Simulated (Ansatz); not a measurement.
# Reading a saddle point

A first-order saddle point of GeSiH7, doublet, PBE0-D4/def2-TZVP, with one imaginary mode of 574i cm⁻¹:

```
atom    x (Å)    y (Å)    z (Å)
  H1  -0.0105  -0.0151  -0.0786
 Si2   0.1738   0.2887   1.7967
 Ge3  -0.1707  -0.2827  -1.7533
  H4  -0.1890   1.7025   2.0814
  H5   1.5876   0.0285   2.1773
  H6  -0.7378  -0.6374   2.5200
  H7   1.0405  -1.0895  -2.2517
  H8  -0.2276   1.0742  -2.4758
  H9  -1.4664  -1.0692  -2.0161
```

Ansatz 0.2.0; basis: def2-TZVPP and def2-QZVPP; cores frozen in the correlated methods; orbitals are unrestricted. Filled d shells of the heavier atoms are correlated. The def2 sets are not built for correlating such inner shells, so the correlated values are less sure here. Extrapolation: Hartree–Fock as exp(−7.88 √X), correlation as X^−2.97.

(1) Which contacts change along the imaginary mode, and what lies on either side? (Judge from chemistry; the calculation decides.)

(2) Which side is lower, and how far does the saddle lie above each? (An estimate is asked for; the value comes from the calculation.)

The T1 diagnostic stays at or below 0.014. ⟨S²⟩ of the unrestricted Hartree–Fock references: 0.75 to 0.77 (a pure state has 0.75). The start structure is not quite a true minimum (one mode of 58i cm⁻¹). The end structure is not quite a true minimum (one mode of 57i cm⁻¹).

## Answers

(1) By the calculation: The step is GeH₃ + SiH₄ → GeH₄ + SiH₃, with the molecules in contact on both sides. Shortening one way: H1–Ge3; lengthening the same way: H1–Si2.
```json
{"pair": "H1–Ge3", "one side (Å)": "3.35", "saddle (Å)": "1.70", "other side (Å)": "1.54"}
{"pair": "H1–Si2", "one side (Å)": "1.49", "saddle (Å)": "1.91", "other side (Å)": "3.20"}
```

(2) Computed: The side with H1–Si2 short is lower by 0.253 eV; the saddle lies 0.526 eV above it and 0.272 eV above the other (CCSD(T) at an estimated basis limit (MP2 extrapolated from triple and quadruple zeta, plus CCSD(T) − MP2 in triple zeta); electronic energies).

Radical steps of this kind take place in plasma deposition and etching.

For scale, one of the runs: CCSD(T)/def2-TZVPP, 188 basis functions, launched by `ansatz run in.yaml --threads 4 --pin off --events-out ev --progress --plain --max-ram 9574MiB`. Time: 110 s of wall clock on 4 CPU threads of an Arm Neoverse V2; the host was shared. Peak host memory: 4.7 GiB.
